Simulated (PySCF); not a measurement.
I⁺ (iodine, charge +1) across methods

[Kr] 4d10 5s1 5p5, high-spin 3P determinant (an excited configuration). All numbers are calculated (PySCF 2.14, a scalar-relativistic core potential, in def2-QZVPPD with the def2 core potential (28 electrons) (8s7p5d4f1g, 91 functions)).

```
 method  E (hartree)  mean ε 5s α (eV)  mean ε 5p α (eV)  mean ε 5p β (eV)  Σ⟨r²⟩ (bohr²)   ⟨S²⟩
  HSE06    -296.8898           -29.600           -17.539           -15.653          49.47  2.004
wB97M-V    -296.8621           -32.733           -20.150           -18.110          49.58  2.004
   BLYP    -296.8404           -27.581           -16.326           -15.062          49.54  2.003
    UHF   -295.86715           -36.042           -21.359           -17.371          50.32  2.017
 r2SCAN    -296.9994           -28.769           -17.115           -15.280          49.31  2.009
   PBE0    -296.8923           -30.094           -17.991           -16.026          49.43  2.005
    PBE    -296.8758           -27.806           -16.595           -15.161          49.40  2.004
    LDA    -296.4549           -28.011           -16.687           -15.368          49.34  2.002
```

Q: Estimate the same row for BP86.

A: E (hartree) = -297.0182; mean ε 5s α (eV) = -27.919; mean ε 5p α (eV) = -16.681; mean ε 5p β (eV) = -15.317; Σ⟨r²⟩ (bohr²) = 49.30; ⟨S²⟩ = 2.004.

Energies and moments cover only the electrons outside the core potential.
